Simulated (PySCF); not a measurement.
PySCF input file for C3H9ClSi2, SMILES C/C=C(/[SiH3])[SiH2]Cl, PBE0/pcSseg-1. Coordinates come from a PBE0-D3(BJ)/def2-SVP optimisation. The structure was generated by enumeration; whether it is a known compound was not checked. One conformer was computed; it need not be the lowest.

```python
import numpy as np
from pyscf import gto, scf, dft
from pyscf.prop.nmr import rks as nmr

mol = gto.M(
    atom='''
    C     2.35541915   -0.88155512   -0.00027458
    C     0.99420241   -1.41334781   -0.29441277
    C    -0.14487823   -0.70713851   -0.46125237
    Si   -1.75502101   -1.60654633   -0.79348474
    Si   -0.18391873    1.15677005   -0.37705328
    Cl    0.36570827    1.83792036    1.51093429
    H     2.72991498   -1.30742044    0.94568478
    H     2.38677390    0.21290156    0.09050730
    H     3.06627355   -1.19458287   -0.78323115
    H     0.94877410   -2.51111563   -0.37109990
    H    -2.35065533   -1.17151485   -2.09587744
    H    -1.49771262   -3.07919290   -0.83915334
    H    -2.75844562   -1.30912320    0.27536724
    H     0.74808990    1.79309911   -1.35237017
    H    -1.57335726    1.63141990   -0.63253995
    ''',
    basis='pcSseg-1',
    charge=0,
    spin=0,
    max_memory=1600,
    verbose=3,
)
mf = dft.RKS(mol, xc='pbe0').density_fit(auxbasis='def2-universal-jkfit')
mf.grids.level = 3
mf.conv_tol = 1e-10
mf.max_cycle = 100
mf.kernel()
n = nmr.NMR(mf)
n.verbose = 2
n.max_cycle_cphf = 60
sigma = n.kernel()
print('atom   isotropic/ppm   span/ppm')
for i, s in enumerate(sigma):
    w = np.linalg.eigvalsh((s + s.T) / 2)
    print(f'{mol.atom_symbol(i):2s}{i + 1:3d} {w.mean():14.3f} {w[2] - w[0]:11.3f}')
```

Program output:

```
converged SCF energy = -1158.34576291719
atom   isotropic/ppm   span/ppm
C   1        157.513      36.163
C   2          8.501     268.038
C   3         54.618     215.883
Si  4        409.655     111.900
Si  5        376.768      80.570
Cl  6        976.895     143.159
H   7         29.099       8.203
H   8         28.942       8.494
H   9         29.246       9.244
H  10         23.905       6.379
H  11         26.986       7.899
H  12         27.171       7.461
H  13         26.841       7.692
H  14         25.842       7.699
H  15         26.099       9.065
```

The run converged.
